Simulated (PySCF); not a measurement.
Isomers of C4H4FNO.

All values: PBE0/def2-SVPD (PySCF) at GFN2-xTB geometries, gas phase, one conformer each. Core orbitals are frozen in the response; Δα² is half the sum of the squared differences of the principal polarisabilities.

Task: Rank by mean static polarisability, lowest first.
A. `[CH3:1][O:2]/[CH:3]=[C:4](\[F:5])[C:6]#[N:7]` with C1–O2–C3–C4 0°
B. `[NH2:1][C:2](=[O:3])[C:4]#[C:5][CH2:6][F:7]` with H–N1–C2–O3 180° and 0°
C. `[F:1][CH2:2][c:3]1[cH:4][cH:5][o:6][n:7]1` with F1–C2–C3–C4 -19°

Result: C (8.05 Å³), A (8.94 Å³), B (9.19 Å³).

Task: Rank by polarisability anisotropy Δα, highest first.
A. `[NH2:1][C:2](=[O:3])[C:4]#[C:5][CH2:6][F:7]` with H–N1–C2–O3 180° and 0°
B. `[F:1][CH2:2][c:3]1[cH:4][cH:5][o:6][n:7]1` with F1–C2–C3–C4 -19°
C. `[CH3:1][O:2]/[CH:3]=[C:4](\[F:5])[C:6]#[N:7]` with C1–O2–C3–C4 0°
D. `[F:1][CH2:2][c:3]1[cH:4][n:5][o:6][cH:7]1` with F1–C2–C3–C4 -89°

Result: C (6.90 Å³), A (6.53 Å³), B (3.87 Å³), D (3.35 Å³).

All values together:

```
       SMILES  μ (D)  HOMO (eV)  LUMO (eV)  α (Å³)  Δα (Å³)
    FCc1ccon1   1.67      -8.00      -0.72    8.05     3.87
CO/C=C(\F)C#N   4.49      -7.48      -1.15    8.94     6.90
    FCc1cnoc1   2.66      -8.12      -0.87    8.05     3.35
  NC(=O)C#CCF   2.27      -8.03      -1.08    9.19     6.53
```

Conformers: `[F:1][CH2:2][c:3]1[cH:4][cH:5][o:6][n:7]1` with F1–C2–C3–C4 -19°; `[CH3:1][O:2]/[CH:3]=[C:4](\[F:5])[C:6]#[N:7]` with C1–O2–C3–C4 0°; `[F:1][CH2:2][c:3]1[cH:4][n:5][o:6][cH:7]1` with F1–C2–C3–C4 -89°; `[NH2:1][C:2](=[O:3])[C:4]#[C:5][CH2:6][F:7]` with H–N1–C2–O3 180° and 0°.
